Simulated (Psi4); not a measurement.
Job for Psi4: SAPT0/jun-cc-pV(D+d)Z on C2H6OSi (a complex), monomers drawn apart or pushed together.

```
memory 1800 MB

molecule dimer {
0 1
C     0.50698490   -0.51613621    0.12668208
O     1.02715108    0.04598754   -0.69681526
--
0 1
C    -0.70670691   -1.11404504    3.36983511
Si    0.15931830    0.53641959    3.17291375
H    -0.71084831   -1.65860079    2.42472640
H    -1.74128815   -0.97442176    3.68850343
H    -0.20354155   -1.73018753    4.11722639
H     1.56600294    0.34645933    2.74123276
H     0.16646621    1.28139455    4.45634013
H    -0.52429920    1.37352531    2.15650835
units angstrom
symmetry c1
no_reorient
no_com
}

set {
  basis jun-cc-pV(D+d)Z
  scf_type df
  freeze_core true
}

energy('sapt0')
```

It printed:

```
[...]
==> Input File <==

--------------------------------------------------------------------------
memory 1800 MB

molecule dimer {
0 1
C     0.50698490   -0.51613621    0.12668208
O     1.02715108    0.04598754   -0.69681526
--
0 1
C    -0.70670691   -1.11404504    3.36983511
Si    0.15931830    0.53641959    3.17291375
H    -0.71084831   -1.65860079    2.42472640
H    -1.74128815   -0.97442176    3.68850343
H    -0.20354155   -1.73018753    4.11722639
H     1.56600294    0.34645933    2.74123276
H     0.16646621    1.28139455    4.45634013
H    -0.52429920    1.37352531    2.15650835
units angstrom
symmetry c1
no_reorient
no_com
}

set {
  basis jun-cc-pV(D+d)Z
  scf_type df
  freeze_core true
}

energy('sapt0')
--------------------------------------------------------------------------


   => Loading Basis Set <=

    Name: JUN-CC-PV(D+D)Z
    Role: ORBITAL
    Keyword: BASIS
    atoms 1, 3 entry C          line   188 file jun-cc-pv_dpd_z.gbs
    atoms 2    entry O          line   256 file jun-cc-pv_dpd_z.gbs
    atoms 4    entry SI         line   566 file jun-cc-pv_dpd_z.gbs
    atoms 5-10 entry H          line    60 file jun-cc-pv_dpd_z.gbs

   => Loading Basis Set <=

    Name: JUN-CC-PV(D+D)Z
    Role: ORBITAL
    Keyword: BASIS
    atoms 1, 3 entry C          line   188 file jun-cc-pv_dpd_z.gbs
    atoms 2    entry O          line   256 file jun-cc-pv_dpd_z.gbs
    atoms 4    entry SI         line   566 file jun-cc-pv_dpd_z.gbs
    atoms 5-10 entry H          line    60 file jun-cc-pv_dpd_z.gbs


  //>>>>>>>>>>>>>>>>>>>>>>>>>>>>>>>>>>>//
  //              Dimer HF             //
  //<<<<<<<<<<<<<<<<<<<<<<<<<<<<<<<<<<<//

   => Libint2 <=

    Primary   basis highest AM E, G, H:  7, 6, 3
    Auxiliary basis highest AM E, G, H:  7, 7, 4
    Onebody   basis highest AM E, G, H:  -, -, -
    Solid Harmonics ordering:            Gaussian


   => Loading Basis Set <=

    Name: JUN-CC-PV(D+D)Z
    Role: ORBITAL
    Keyword: BASIS
    atoms 1, 3 entry C          line   188 file jun-cc-pv_dpd_z.gbs
    atoms 2    entry O          line   256 file jun-cc-pv_dpd_z.gbs
    atoms 4    entry SI         line   566 file jun-cc-pv_dpd_z.gbs
    atoms 5-10 entry H          line    60 file jun-cc-pv_dpd_z.gbs


         ---------------------------------------------------------
                                   SCF
               by Justin Turney, Rob Parrish, Andy Simmonett
                          and Daniel G. A. Smith
                              RHF Reference
                        1 Threads,   1716 MiB Core
         ---------------------------------------------------------

  ==> Geometry <==

    Molecular point group: c1
    Full point group: C1

    Geometry (in Angstrom), charge = 0, multiplicity = 1:

       Center              X                  Y                   Z               Mass
    ------------   -----------------  -----------------  -----------------  -----------------
         C            0.506984900000    -0.516136210000     0.126682080000    12.000000000000
         O            1.027151080000     0.045987540000    -0.696815260000    15.994914619570
         C           -0.706706910000    -1.114045040000     3.369835110000    12.000000000000
         SI           0.159318300000     0.536419590000     3.172913750000    27.976926534650
         H           -0.710848310000    -1.658600790000     2.424726400000     1.007825032230
         H           -1.741288150000    -0.974421760000     3.688503430000     1.007825032230
         H           -0.203541550000    -1.730187530000     4.117226390000     1.007825032230
         H            1.566002940000     0.346459330000     2.741232760000     1.007825032230
         H            0.166466210000     1.281394550000     4.456340130000     1.007825032230
         H           -0.524299200000     1.373525310000     2.156508350000     1.007825032230

  Running in c1 symmetry.

  Rotational constants: A =      0.24928  B =      0.03255  C =      0.03102 [cm^-1]
  Rotational constants: A =   7473.26509  B =    975.72949  C =    929.91258 [MHz]
  Nuclear repulsion =  136.281184333524720

  Charge       = 0
  Multiplicity = 1
  Electrons    = 40
  Nalpha       = 20
  Nbeta        = 20

  ==> Algorithm <==

  SCF Algorithm Type is DF.
  DIIS enabled.
  MOM disabled.
  Fractional occupation disabled.
  Guess Type is SAD.
  Energy threshold   = 1.00e-08
  Density threshold  = 1.00e-08
  Integral threshold = 1.00e-12

  ==> Primary Basis <==

  Basis Set: JUN-CC-PV(D+D)Z
    Blend: JUN-CC-PV(D+D)Z
    Number of shells: 53
    Number of basis functions: 111
    Number of Cartesian functions: 116
    Spherical Harmonics?: true
    Max angular momentum: 2

   => Loading Basis Set <=

    Name: (JUN-CC-PV(D+D)Z AUX)
    Role: JKFIT
    Keyword: DF_BASIS_SCF
    atoms 1, 3 entry C          line   146 file jun-cc-pvdz-jkfit.gbs
    atoms 2    entry O          line   258 file jun-cc-pvdz-jkfit.gbs
    atoms 4    entry SI         line   506 file jun-cc-pvdz-jkfit.gbs

[...]
  NB   [    13 ]

  @DF-RHF Final Energy:  -330.29957333500653

   => Energetics <=

    Nuclear Repulsion Energy =             62.8498587807330154
    One-Electron Energy =                -580.4042243702641599
    Two-Electron Energy =                 187.2547922545246593
    Total Energy =                       -330.2995733350064711

Computation Completed


Properties will be evaluated at   0.000000,   0.000000,   0.000000 [a0]

Properties computed using the SCF density matrix


 Multipole Moments:

 ------------------------------------------------------------------------------------
     Multipole            Electronic (a.u.)      Nuclear  (a.u.)        Total (a.u.)
 ------------------------------------------------------------------------------------

 L = 1.  Multiply by 2.5417464519 to convert [e a0] to [Debye]
 Dipole X            :          6.3973264           -6.5333375           -0.1360111
 Dipole Y            :          0.7549806           -1.0133219           -0.2583413
 Dipole Z            :       -159.1287516          159.1609369            0.0321853
 Magnitude           :                                                    0.2937263

 ------------------------------------------------------------------------------------

  Constructing Basis Sets for SAPT...

   => Loading Basis Set <=

    Name: (JUN-CC-PV(D+D)Z AUX)
    Role: RIFIT
    Keyword: DF_BASIS_SAPT
    atoms 1, 3 entry C          line   100 file jun-cc-pvdz-ri.gbs
    atoms 2    entry O          line   188 file jun-cc-pvdz-ri.gbs
    atoms 4    entry SI         line   376 file jun-cc-pvdz-ri.gbs
    atoms 5-10 entry H          line    30 file jun-cc-pvdz-ri.gbs

   => Loading Basis Set <=

    Name: (JUN-CC-PV(D+D)Z AUX)
    Role: JKFIT
    Keyword: DF_BASIS_ELST
    atoms 1, 3 entry C          line   146 file jun-cc-pvdz-jkfit.gbs
    atoms 2    entry O          line   258 file jun-cc-pvdz-jkfit.gbs
    atoms 4    entry SI         line   506 file jun-cc-pvdz-jkfit.gbs
    atoms 5-10 entry H          line    70 file jun-cc-pvdz-jkfit.gbs


  //>>>>>>>>>>>>>>>>>>>>>>>>>>>>>>>>>>>//
  //               SAPT0               //
  //<<<<<<<<<<<<<<<<<<<<<<<<<<<<<<<<<<<//



        SAPT0
    Ed Hohenstein
     6 June 2009

      Orbital Information
  --------------------------
    NSO        =       111
    NMO        =       111
    NRI        =       364
    NRI (Elst) =       496
    NOCC A     =         7
    NOCC B     =        13
    FOCC A     =         2
    FOCC B     =         6
    NVIR A     =       104
    NVIR B     =        98

    Elst10,r            =    -0.003395305303 [Eh]
    Exch10              =     0.008515051511 [Eh]
    Exch10 (S^2)        =     0.008444569090 [Eh]

    Maxiter = 50
    CPHF R converge = 1.000000E-08

    Iter     Energy [mEh]          dE [mEh]         Residual      Time [s]
       1      -1.17553941       1.175539408     5.565063e-03             0
       2      -1.46557595       0.290036546     2.731514e-03             0
       3      -1.50375867       0.038182717     4.663346e-04             0
       4      -1.49608775      -0.007670920     1.520040e-04             0
       5      -1.49719428       0.001106533     5.232060e-05             0
       6      -1.49735079       0.000156508     1.229905e-05             0
       7      -1.49724296      -0.000107835     3.858265e-06             0
       8      -1.49726939       0.000026433     1.370909e-06             0
       9      -1.49726499      -0.000004400     2.424532e-07             0
      10      -1.49726444      -0.000000551     4.147859e-08             1
      11      -1.49726462       0.000000177     6.513177e-09             1

    CHF Iterations converged

    Maxiter = 50
    CPHF R converge = 1.000000E-08

    Iter     Energy [mEh]          dE [mEh]         Residual      Time [s]
       1      -0.88054739       0.880547386     3.961922e-03             0
       2      -1.08662567       0.206078281     6.313720e-04             0
       3      -1.08397250      -0.002653170     2.213644e-04             0
       4      -1.08194030      -0.002032198     4.691928e-05             0
       5      -1.08227066       0.000330363     1.042848e-05             0
       6      -1.08229960       0.000028941     2.410011e-06             0
       7      -1.08228387      -0.000015729     4.439106e-07             0
       8      -1.08228540       0.000001531     7.761946e-08             0
       9      -1.08228540      -0.000000003     1.452730e-08             0
      10      -1.08228536      -0.000000036     3.388878e-09             0

    CHF Iterations converged

    Ind20,r (A<-B)      =    -0.001497264616 [Eh]
    Ind20,r (B<-A)      =    -0.001082285364 [Eh]
    Ind20,r             =    -0.002579549980 [Eh]
    Exch-Ind20,r (A<-B) =     0.001237175998 [Eh]
    Exch-Ind20,r (B<-A) =     0.000901427360 [Eh]
    Exch-Ind20,r        =     0.002138603358 [Eh]
    Disp20              =    -0.003759826990 [Eh]
    Disp20 (SS)         =    -0.001879913495 [Eh]
    Disp20 (OS)         =    -0.001879913495 [Eh]
    Exch-Disp20         =     0.000457334687 [Eh]
    Exch-Disp20 (SS)    =     0.000251841220 [Eh]
    Exch-Disp20 (OS)    =     0.000205493468 [Eh]

    SAPT Results
  --------------------------------------------------------------------------------------------------------
    Electrostatics                 -3.39530530 [mEh]      -2.13058624 [kcal/mol]      -8.91437285 [kJ/mol]
      Elst10,r                     -3.39530530 [mEh]      -2.13058624 [kcal/mol]      -8.91437285 [kJ/mol]

    Exchange                        8.51505151 [mEh]       5.34327549 [kcal/mol]      22.35626466 [kJ/mol]
      Exch10                        8.51505151 [mEh]       5.34327549 [kcal/mol]      22.35626466 [kJ/mol]
      Exch10(S^2)                   8.44456909 [mEh]       5.29904711 [kcal/mol]      22.17121309 [kJ/mol]

    Induction                      -1.09434104 [mEh]      -0.68670937 [kcal/mol]      -2.87319201 [kJ/mol]
      Ind20,r                      -2.57954998 [mEh]      -1.61869205 [kcal/mol]      -6.77260754 [kJ/mol]
      Exch-Ind20,r                  2.13860336 [mEh]       1.34199387 [kcal/mol]       5.61490234 [kJ/mol]
      delta HF,r (2)               -0.65339442 [mEh]      -0.41001119 [kcal/mol]      -1.71548681 [kJ/mol]

    Dispersion                     -3.30249230 [mEh]      -2.07234521 [kcal/mol]      -8.67069235 [kJ/mol]
      Disp20                       -3.75982699 [mEh]      -2.35932706 [kcal/mol]      -9.87142440 [kJ/mol]
      Exch-Disp20                   0.45733469 [mEh]       0.28698185 [kcal/mol]       1.20073206 [kJ/mol]
      Disp20 (SS)                  -1.87991350 [mEh]      -1.17966353 [kcal/mol]      -4.93571220 [kJ/mol]
      Disp20 (OS)                  -1.87991350 [mEh]      -1.17966353 [kcal/mol]      -4.93571220 [kJ/mol]
      Exch-Disp20 (SS)              0.25184122 [mEh]       0.15803275 [kcal/mol]       0.66120903 [kJ/mol]
      Exch-Disp20 (OS)              0.20549347 [mEh]       0.12894910 [kcal/mol]       0.53952303 [kJ/mol]

  Total HF                          4.02540517 [mEh]       2.52597988 [kcal/mol]      10.56869981 [kJ/mol]
  Total SAPT0                       0.72291286 [mEh]       0.45363467 [kcal/mol]       1.89800746 [kJ/mol]

  Special recipe for scaled SAPT0 (see Manual):
    Electrostatics sSAPT0          -3.39530530 [mEh]      -2.13058624 [kcal/mol]      -8.91437285 [kJ/mol]
    Exchange sSAPT0                 8.51505151 [mEh]       5.34327549 [kcal/mol]      22.35626466 [kJ/mol]
    Induction sSAPT0               -1.04034342 [mEh]      -0.65282535 [kcal/mol]      -2.73142128 [kJ/mol]
    Dispersion sSAPT0              -3.29094505 [mEh]      -2.06509920 [kcal/mol]      -8.64037505 [kJ/mol]
  Total sSAPT0                      0.78845773 [mEh]       0.49476470 [kcal/mol]       2.07009549 [kJ/mol]
  --------------------------------------------------------------------------------------------------------



*** Psi4 exiting successfully. Buy a developer a beer!
```

The run finished.

Cost: very roughly 7 core-seconds.
